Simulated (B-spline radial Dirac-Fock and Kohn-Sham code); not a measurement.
Relativistic shifts of the levels of Te⁺

System: the Te⁺ ion in the configuration [Kr] 4d10 5s2 5p3.

Both columns are ΔSCF binding energies of the configuration average from a radial B-spline solver: non-relativistic Hartree-Fock with a point nucleus, and Dirac-Fock with a finite nucleus and the Coulomb interaction alone, averaged over the two j levels with weights 2j+1.

```
shell  Hartree-Fock (eV)  Dirac-Fock (eV)  shift (eV)  shift (%)
   1s            30719.9          31940.9    +1220.99      +3.97
   2s             4676.0           4976.4     +300.48      +6.43
   2p             4372.9           4460.7      +87.87      +2.01
   3s              967.3           1031.0      +63.76      +6.59
   3p              839.7            859.1      +19.44      +2.32
   3d              604.9            595.9       -9.00      -1.49
   4s              185.1            197.5      +12.41      +6.71
   4d              60.54            58.32       -2.22      -3.67
   5s              26.32            27.69       +1.37      +5.20
   5p              17.15            17.19       +0.05      +0.27
```

Relativity binds 1s, 2s, 2p, 3s, 3p, 4s, 5s, 5p more strongly, among those listed most of all 4s in relative terms, and 3d, 4d more weakly, because the contracted s and p shells screen the nucleus better.

Values without a named source are computed, but for edge energies of neutral atoms, which are taken from tables.
